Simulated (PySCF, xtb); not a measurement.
B(Cl)(F)(SeH) (BClFHSe), SMILES FB(Cl)[SeH].

Coordinates come from a PBE0-D3(BJ)/def2-SVP optimisation. The values are those of a single conformer.

The numbers are results of PySCF with IEF-PCM-PBE0/def2-SVP, not measurements.

The values are the electrostatic part of the solvation free energy, E(continuum) − E(gas) at the gas-phase geometry, in a cavity of scaled van der Waals radii (PySCF's table); cavitation and dispersion terms are not included. In vacuum the orbital gap is 7.19 eV. The dipole moment in vacuum is 1.03 D.

```csv
solvent,ε,ΔG(elec) (kcal/mol),dipole (D),gap (eV)
water,78.36,-1.8,1.43,7.15
acetone,20.49,-1.7,1.40,7.15
methanol,32.61,-1.7,1.41,7.15
```

For comparison, GFN2-xTB/ALPB(water) (xtb, at the GFN2-xTB geometry, all terms of that model) gives -1.7 kcal/mol.
